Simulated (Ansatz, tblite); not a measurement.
# Ligand exchange: C2H4ClF + I2 → C2H4FI + ICl

Species: C2H4ClF `CC(F)Cl`, singlet; I2 (iodine), singlet; C2H4FI `CC(F)I`, singlet; ICl (iodine monochloride), singlet. The partners trade Cl for I: C–Cl and I–I bonds give way to C–I and I–Cl.

Shapes, held fixed at every level: PBE0-D4/def2-TZVP. Programs: Ansatz 0.2.0, tblite 0.8.0. The zero-point and thermal change to 298 K, harmonic and unscaled (PBE0-D4/def2-TZVP), is -1.6 kJ/mol.

```json
{"level": "GFN1-xTB", "kind": "semi-empirical", "ΔH(298 K) (kJ/mol)": "+71.7", "less CCSD(T)/def2-TZVPP": "+4.4"}
{"level": "PBE0-D4/def2-TZVPP", "kind": "global hybrid", "ΔH(298 K) (kJ/mol)": "+73.9", "less CCSD(T)/def2-TZVPP": "+6.6"}
{"level": "wB97X-V/def2-TZVPP", "kind": "range-separated hybrid", "ΔH(298 K) (kJ/mol)": "+73.8", "less CCSD(T)/def2-TZVPP": "+6.5"}
{"level": "B2PLYP/def2-TZVPP", "kind": "double hybrid", "ΔH(298 K) (kJ/mol)": "+70.6", "less CCSD(T)/def2-TZVPP": "+3.3"}
{"level": "MP2/def2-TZVPP", "kind": "perturbation theory", "ΔH(298 K) (kJ/mol)": "+69.8", "less CCSD(T)/def2-TZVPP": "+2.5"}
{"level": "CCSD(T)/def2-SVP", "kind": "coupled cluster or CI", "ΔH(298 K) (kJ/mol)": "+85.2", "less CCSD(T)/def2-TZVPP": "+17.9"}
{"level": "CCSD/def2-SVP", "kind": "coupled cluster or CI", "ΔH(298 K) (kJ/mol)": "+87.5", "less CCSD(T)/def2-TZVPP": "+20.2"}
{"level": "CCSD/def2-TZVPP", "kind": "coupled cluster or CI", "ΔH(298 K) (kJ/mol)": "+69.8", "less CCSD(T)/def2-TZVPP": "+2.5"}
{"level": "CCSD(T)/def2-TZVPP", "kind": "coupled cluster or CI", "ΔH(298 K) (kJ/mol)": "+67.3", "less CCSD(T)/def2-TZVPP": "0.0"}
```

The highest level, CCSD(T)/def2-TZVPP, gives ΔH(298 K) = +67.3 kJ/mol; the levels span +67.3 to +87.5. The column of differences is taken from that level and isn't an error. No measured value is set beside it here. For atoms past krypton def2 sets carry core potentials with scalar relativity. Outer-core shells of I are correlated, in sets that cover them unevenly.
